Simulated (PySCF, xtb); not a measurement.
C2H9ClOSi2, SMILES CCO[SiH2][SiH2]Cl. The values are those of a single conformer.

Harmonic wavenumbers (cm⁻¹) from GFN2-xTB run with xtb at its own minimum, in rising order: 26, 45, 63, 99, 130, 207, 218, 360, 366, 450, 468, 528, 581, 600, 667, 758, 780, 812, 828, 864, 1004, 1099, 1145, 1147, 1267, 1347, 1401, 1476, 1492, 1494, 2126, 2174, 2188, 2218, 2897, 2924, 3045, 3046, 3049.

Q: What does PBE-D3(BJ)/def2-SVP in PySCF give at its own minimum? (The exact figures need the calculation; the answer reports its results.)

A: 27, 47, 57, 68, 125, 198, 260, 354, 362, 452, 526, 568, 666, 686, 735, 752, 790, 846, 905, 925, 947, 1082, 1102, 1127, 1257, 1327, 1368, 1402, 1424, 1445, 2125, 2129, 2159, 2172, 2907, 2949, 2979, 3076, 3076. Paired by order, the mean absolute difference is 33 cm⁻¹ and the zero-point energies are 64.9 and 64.9 kcal/mol.
